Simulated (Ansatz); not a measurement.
`O[SiH](O)[AlH2]` + NH₃ → `N[SiH](O)O` + `[AlH3]`  (cleavage of the Si–Al bond)

Computed with Ansatz on PBE0-D4/def2-TZVP structures; ΔE is electronic, products minus reactants. CCSD(T)/CBS is the MP2 limit (def2-TZVPP, def2-QZVPP) plus CCSD(T) − MP2 in def2-TZVPP, frozen cores. This one scheme is used for every species. DFT in def2-TZVPP. One conformer a species, not always the lowest.

```
        level  ΔE (eV)
    revPBE-D4    -0.77
      BLYP-D4    -0.88
      PBE0-D4    -0.84
CCSD/def2-SVP    -1.01
```

Question: What does CCSD(T)/CBS give? (Best estimate.)

Answer: Computed: -0.98 eV. The listed levels differ from it by 0.21, 0.10, 0.14, -0.03 eV.

Largest T1 diagnostic among the species: 0.013.

From r2SCAN to r2SCAN0 (25 % exact exchange), in def2-TZVPP and without D4, ΔE moves by −0.06 eV. In def2-TZVPP, CCSD(T) changes the Hartree–Fock value by +0.19 eV (the triples alone add +0.03 eV) and MP2 by +0.11 eV.
